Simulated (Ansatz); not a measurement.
C₂H₇BO⁻, that is BH2(OEt) with one electron more. The state is a doublet with charge -1. Geometry r2SCAN-D4/def2-SVP, that of the neutral singlet; atoms count from 1.

Cartesian coordinates in Å:
```
B 1.555 0.979 -0.712
H 2.343 0.285 -0.099
H 1.889 1.709 -1.616
O 0.250 0.960 -0.399
C -0.286 0.131 0.632
C -1.185 -0.929 0.033
H 0.539 -0.323 1.210
H -0.858 0.788 1.308
H -1.653 -1.528 0.829
H -1.982 -0.466 -0.568
H -0.612 -1.607 -0.619
```

The highest occupied level of the charge -1 doublet lies above zero (up to 1.93 eV). By energy differences it is unbound by 1.02 eV (vertical, to the charge 0 singlet, at PBE0-D4/def2-TZVPD) and held by the finite basis.

Estimate the Mulliken populations from the PBE0/def2-TZVPD orbitals of Ansatz.


```json
{"atom": "B1", "charge (e)": "-1.91", "spin (α − β)": "1.98"}
{"atom": "H2", "charge (e)": "-0.08", "spin (α − β)": "0.13"}
{"atom": "H3", "charge (e)": "-0.07", "spin (α − β)": "0.12"}
{"atom": "O4", "charge (e)": "0.57", "spin (α − β)": "-0.98"}
{"atom": "C5", "charge (e)": "0.22", "spin (α − β)": "-0.27"}
{"atom": "C6", "charge (e)": "-1.14", "spin (α − β)": "0.45"}
{"atom": "H7", "charge (e)": "0.26", "spin (α − β)": "-0.04"}
{"atom": "H8", "charge (e)": "0.29", "spin (α − β)": "-0.13"}
{"atom": "H9", "charge (e)": "0.49", "spin (α − β)": "-0.26"}
{"atom": "H10", "charge (e)": "0.14", "spin (α − β)": "0.03"}
{"atom": "H11", "charge (e)": "0.24", "spin (α − β)": "-0.02"}
```
Mulliken values and Mayer orders depend strongly on the basis. With diffuse functions, as here, like atoms can get unlike values, and bond orders can come out too low or too high.

Where does the spin sit?

Summed by element: B 1.98, H -0.18, O -0.98, C 0.18, of 1 unpaired in all. Largest on single atoms: B1 1.98, O4 -0.98, C6 0.45.

And the Mayer bond orders between bonded heavy atoms (over 0.3)?

O4–C5 1.24 (1.43 Å); C5–C6 0.68 (1.51 Å). Values over 0.3 also appear between atoms too far apart for a bond (B1–C6 1.75 at 3.42 Å); they arise where an orbital or an unpaired electron spreads over both atoms.
